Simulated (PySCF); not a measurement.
A structure optimised at PBE-D3(BJ)/def2-SVP, used in a PySCF frequency run:

```
N
H 1 1.0269
Si 1 1.7249 2 115.92
F 3 1.6441 1 112.84 2 77.97
H 3 1.4991 4 105.67 1 122.59
H 3 1.5024 5 112.64 4 -116.13
Al 1 1.8039 2 116.19 3 176.44
O 7 1.7103 1 116.18 2 2.06
H 8 0.9693 7 121.65 1 -179.85
O 7 1.7117 8 120.85 9 0.83
H 10 0.9695 7 123.19 8 -179.81
```

Question: Write its SMILES and formula.

Answer: [OH][Al]([OH])[NH][SiH2]F, AlFH5NO2Si

Question: What are its rotational constants (standard atomic weights)?

Answer: 4.5383, 1.0566, 0.94336 GHz
